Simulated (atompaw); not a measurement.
**Before and after: PAW (atompaw) potential for cerium (Ce)**

cerium (Ce), PAW, made with atompaw 4.2.0.5 (PBE, scalar-relativistic). Core [Kr] 4d10 4f1, reference 5s2 5p6 5d1 6s2 6p0. Waves: 5s (bound); 6s (bound); 5p (bound); 6p (bound, empty); 5d (bound); 5d channel at 1.4 Ry. Local part: bessel scheme, radius 2.25 bohr. Core correction: smooth core density matched at 1.80 bohr. Augmentation charge: sinc compensation charge, radius 2.30 bohr; PAW radius 3.00 bohr; waves and projectors: bloechl.

Change: all radii scaled by about 1.18 (s 3.00, p 2.48, d 3.52 bohr); local potential bessel scheme, radius 2.64 bohr; augmentation sinc compensation charge, radius 2.70 bohr; PAW radius 3.52 bohr; waves and projectors: bloechl; core correction smooth core density matched at 2.12 bohr.

Cutoffs: the cutoffs (Ry, on a coarse ladder) from which the occupation-weighted sum of valence levels, in a spherical-Bessel basis at the reference potential, stays within 10 and 1 mRy of its value at 400 Ry; they do not see the model core or the augmentation charge, which bear on the density cutoff.

**Question.** What does the change do?

**Answer.** The potential gets softer (15 Ry and 18 Ry → 12 Ry and 15 Ry); neither file shows a bound ghost. A larger radius leaves more room for a smooth pseudo-wave, so fewer plane waves are needed.

| quantity | base | changed |
| --- | --- | --- |
| cutoff, loose | 15 Ry | 12 Ry |
| cutoff, tight | 18 Ry | 15 Ry |
| loose cutoff by channel (10 mRy a level) | s 8 Ry, p 12 Ry, d 10 Ry | s 8 Ry, p 10 Ry, d 8 Ry |
| bound ghosts | none | none |
| lowest overlap eigenvalue by channel | s 0.42, p 0.62, d 0.86 | s 0.50, p 0.65, d 0.88 |

 The cutoffs see the waves, projectors and local potential, not the compensation charge or the core.
